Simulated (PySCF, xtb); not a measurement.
Al(I)(OH)2 (AlH2IO2), SMILES [OH][Al]([OH])[I].

xtb with GFN2-xTB at its own geometry gives an orbital gap of 4.12 eV and a dipole moment of 5.31 D.

The structure is a stationary point at PBE0-D3(BJ)/def2-SVP. The def2 effective core potentials stand for the cores of I; spin–orbit coupling is left out. Other conformers were not sampled.

Problem. What does HF/def2-TZVPD (PySCF) give? (Estimate from the structure and the level; the computed values follow.)

Solution. gap 11.29 eV (levels -10.50 and 0.79 eV), dipole 1.04 D.
